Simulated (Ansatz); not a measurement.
Gas-phase reaction in SMILES: CNB(C)C [N-dimethylboranylmethanamine] + H+ -> C[NH2+]B(C)C
Structures are relaxed separately at B3LYP-D3(BJ)/def2-TZVP in Ansatz (a program for electronic structure), one conformer each, not searched for the lowest.

Property: proton affinity (electronic energy difference), positive where the reaction releases energy, in kcal/mol. Valence correlation only, unless marked. No spin-orbit coupling. No relativistic terms. CBS marks a two-point X^-3 extrapolation of the correlation energy; Hartree-Fock from the larger set.

CCSD(T)/CBS(cc-pVTZ,cc-pVQZ) (Ansatz) gives 211.8 kcal/mol.

Task: Another calculation gave 213.3 kcal/mol. Which level was it?
A) wB97X-V/def2-TZVPD (Ansatz)
B) SVWN5/def2-TZVPD (Ansatz)
C) CAM-B3LYP/def2-TZVPD (Ansatz)

Result: A, wB97X-V/def2-TZVPD (Ansatz). The others give 210.0 (CAM-B3LYP), 203.0 (SVWN5) kcal/mol.
